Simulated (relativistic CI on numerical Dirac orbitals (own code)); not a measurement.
# Hyperfine structure of Ir⁶⁰⁺, mass number 191

Method of calculation: Dirac-Coulomb-Breit CI, KLI orbitals optimised for each configuration, a model potential for QED, unscaled Slater integrals (own radial code, finite nucleus).

Configurations in the expansion (outside the closed core [Ne]): 3s2 3p5, 3s2 3p4 3d, 3s 3p6, 3s 3p5 3d, 3s 3p4 3d2, 3p6 3d, 3s2 3p3 3d 4p, 3s 3p4 3d 4s, 3s2 3p4 4s, 3p6 4s, 3p6 4p, 3s2 3p4 4p, 3s2 3p3 3d2, 3s2 3p2 3d3, 3s 3p3 3d3, 3s2 3p2 3d2 4s, 3s2 3p2 3d2 4p. Double excitations out of closed p, d and f shells are left out; levels of such configurations are missing from the list, as are those of other unlisted configurations, and high levels can miss mixing partners.

Nuclear spin I = 3/2, μ = 0.1502 μN, Q = 0.816 b (tables of Stone and Pyykkö). The electronic factors are computed for point nuclear moments, without core polarisation or the Bohr-Weisskopf and QED corrections.

| Level | E (eV) | A (GHz) | B (GHz) |
| --- | --- | --- | --- |
| 3s2 3p5 2P°_3/2 | 0.000 | 24.34 | -400 |
| 3s2 3p4 3d 4P_1/2 | 255.978 | 37.48 |  |
| 3s2 3p4 3d 2D_3/2 | 279.304 | 13.85 | 253 |
| 3s2 3p4 3d 4F_9/2 | 347.570 | 13.8 | 109 |
| 3s2 3p4 3d 2P_1/2 | 355.213 | -14.9 |  |
| 3s2 3p4 3d 2D_5/2 | 378.319 | 7.038 | 464 |
| 3s2 3p4 3d 2D_5/2 | 389.734 | 10.39 | -372 |
| 3s2 3p5 2P°_1/2 | 421.574 | 229.8 |  |

Levels with J = 0, under 50 % of one LS term, or S terms without an open s electron are left out. Small factors come from cancelling terms and can be off by tens of per cent or more.

At this charge energies of transitions that change n are usually good to better than 1 %, and those within a shell (Δn = 0) to a few per cent.

Question: Give the hyperfine levels of 3s2 3p4 3d 4P_1/2 relative to its centre of gravity.

Answer: With K = F(F + 1) − I(I + 1) − J(J + 1), E = AK/2: F = 1: -46.85, F = 2: 28.11 GHz.

LS names give the leading component of a level, which can be under half, so a name can repeat, a term be missing and a line seem to break the LS rules.
